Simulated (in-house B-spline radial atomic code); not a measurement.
Inner-shell binding energies (edges) and X-ray emission energies of free atoms and ions, as differences of relaxed hole-state energies with first-order Breit, QED and recoil terms, without correlation or multiplet splittings, in NIST's listed ground configurations. For neutral atoms such line energies lie within some 1 to 5 eV of tabulated X-ray lines (up to 20 eV for the heaviest). K = 1s, L1 = 2s, L3 = 2p3/2. A dash marks a subshell that is part filled or wasn't run, or a line left out. Computed with an all-electron radial atomic-structure program (B-spline basis): Dirac-Hartree-Fock, average of the configuration, finite nuclei.

```csv
ion,configuration,K edge (eV),L1 edge (eV),L3 edge (eV)
Rb7+,[Ar] 3d10 4s2,15326.3,2195.36,1929.56
Sr7+,[Ar] 3d10 4s2 4p1,16230.4,2345.02,-
Zr7+,[Ar] 3d10 4s2 4p3,18121.9,2660.83,-
Nb7+,[Ar] 3d10 4s2 4p4,19109.7,2827.06,-
Mo7+,[Ar] 3d10 4s2 4p5,20125.7,2998.89,-
Tc7+,[Ar] 3d10 4s2 4p6,21170.3,3176.38,2805.88
Ru7+,[Kr] 4d1,22247.4,3362.12,2970.83
Rh7+,[Kr] 4d2,23353.4,3553.6,3140.4
Pd7+,[Kr] 4d3,24488.7,3750.87,3314.6
Ag7+,[Kr] 4d4,25653.5,3954.02,3493.42
Cd7+,[Kr] 4d5,26848,4163.11,3676.89
In7+,[Kr] 4d6,28072.4,4378.23,3864.99
Sn7+,[Kr] 4d7,29327.1,4599.43,4057.75
Sb7+,[Kr] 4d8,30612.3,4826.82,4255.16
Te7+,[Kr] 4d9,31928.2,5060.46,4457.24
I7+,[Kr] 4d10,33275.3,5300.44,4663.98
```
